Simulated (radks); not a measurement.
The numbers below are computed, except where a source is named.
Ionisation of Gd, [Xe] 4f7 5d1 6s2, to Gd+, [Xe] 4f7 5d1 6s1, under several functionals. Scalar-relativistic Kohn-Sham, spin-polarised, spherical densities, finite nucleus; open shells are filled with parallel spins first (spin-orbit coupling, left out, can overturn this in heavy ions); a radial shooting solver on a logarithmic mesh with Libxc functionals. The NIST Atomic Spectra Database gives 6.150 eV (measured). Rank these functionals by the error of their Delta-SCF ionisation energy: Wu-Cohen GGA; TASK exchange with Perdew-Wang LDA correlation; BP86; BLYP; PW91.

Answer. From best to worst: BP86 6.160 eV (+0.010); BLYP 6.082 eV (-0.068); PW91 6.028 eV (-0.122); Wu-Cohen GGA 5.884 eV (-0.265); TASK exchange with Perdew-Wang LDA correlation 5.061 eV (-1.089). Open shells are spherical and high-spin; term and fine-structure splittings are not resolved. Spin-orbit splitting is averaged out at the scalar-relativistic level.
